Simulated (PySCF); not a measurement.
## `C[C@H]1CS[Si@@](C)(F)S1`, C4H9FS2Si

Molfile (atoms numbered from 1):
```
C4H9FS2Si
     RDKit          3D

 17 17  0  0  0  0  0  0  0  0999 V2000
   -2.6271    0.6426   -0.1078 C   0  0  0  0  0  0  0  0  0  0  0  0
   -1.2425    0.1212    0.2347 C   0  0  1  0  0  0  0  0  0  0  0  0
   -0.9653   -1.2060   -0.4428 C   0  0  0  0  0  0  0  0  0  0  0  0
    0.6787   -1.8608    0.0056 S   0  0  0  0  0  0  0  0  0  0  0  0
    1.6812    0.0206   -0.2242 Si  0  0  1  0  0  4  0  0  0  0  0  0
    2.9868    0.3446    1.0946 C   0  0  0  0  0  0  0  0  0  0  0  0
    2.4128    0.0810   -1.6666 F   0  0  0  0  0  0  0  0  0  0  0  0
    0.0179    1.3645   -0.2953 S   0  0  0  0  0  0  0  0  0  0  0  0
   -2.7244    0.7737   -1.1827 H   0  0  0  0  0  0  0  0  0  0  0  0
   -2.7925    1.6026    0.3736 H   0  0  0  0  0  0  0  0  0  0  0  0
   -3.3849   -0.0591    0.2340 H   0  0  0  0  0  0  0  0  0  0  0  0
   -1.1339    0.0164    1.3175 H   0  0  0  0  0  0  0  0  0  0  0  0
   -1.0095   -1.1070   -1.5283 H   0  0  0  0  0  0  0  0  0  0  0  0
   -1.6881   -1.9553   -0.1203 H   0  0  0  0  0  0  0  0  0  0  0  0
    3.7708   -0.4028    1.0320 H   0  0  0  0  0  0  0  0  0  0  0  0
    3.4388    1.3190    0.9413 H   0  0  0  0  0  0  0  0  0  0  0  0
    2.5741    0.3166    2.0979 H   0  0  0  0  0  0  0  0  0  0  0  0
  1  2  1  0
  2  3  1  0
  3  4  1  0
  4  5  1  0
  5  6  1  0
  5  7  1  6
  5  8  1  0
  8  2  1  0
  1  9  1  0
  1 10  1  0
  1 11  1  0
  2 12  1  1
  3 13  1  0
  3 14  1  0
  6 15  1  0
  6 16  1  0
  6 17  1  0
M  END
```

The calculation used PySCF 2.14.0, TDDFT wB97X-D/def2-SVPD circular dichroism and optical rotation, one conformer, gas phase. Geometry: GFN2-xTB.

(1) Draw the ECD and absorption spectra from the lowest 16 states, each a Gaussian of half-width 0.25 eV at 1/e height.

Results:

(1) 
| E (eV) | λ (nm) | Δε (L mol⁻¹ cm⁻¹) | ε (L mol⁻¹ cm⁻¹) |
| --- | --- | --- | --- |
| 4.92 | 252 | +0.02 | 0.525 |
| 5.07 | 245 | +0.16 | 4.1 |
| 5.22 | 238 | +0.56 | 16.5 |
| 5.37 | 231 | +0.66 | 40 |
| 5.52 | 225 | -0.87 | 75.3 |
| 5.67 | 219 | -3.26 | 111 |
| 5.82 | 213 | -3.45 | 99 |
| 5.97 | 208 | -1.65 | 45.6 |
| 6.12 | 203 | -0.35 | 12.8 |
| 6.27 | 198 | +0.39 | 43.9 |
| 6.42 | 193 | +3.01 | 376 |
| 6.57 | 189 | +9.99 | 1690 |
| 6.72 | 185 | +15.21 | 3850 |
| 6.87 | 181 | +8.37 | 4540 |
| 7.02 | 177 | -9.31 | 3350 |
| 7.17 | 173 | -33.16 | 3510 |
| 7.32 | 169 | -42.57 | 5620 |
| 7.47 | 166 | -15.01 | 7130 |
| 7.62 | 163 | +27.93 | 8130 |
| 7.77 | 160 | +47.59 | 9660 |
| 7.92 | 157 | +29.38 | 9680 |

Δε uses R in velocity form, ε uses f in length form. Only the states computed contribute, so the short-wavelength end is incomplete.

The sign of the CD band at 177 nm isn't settled: the length form gives the opposite one.
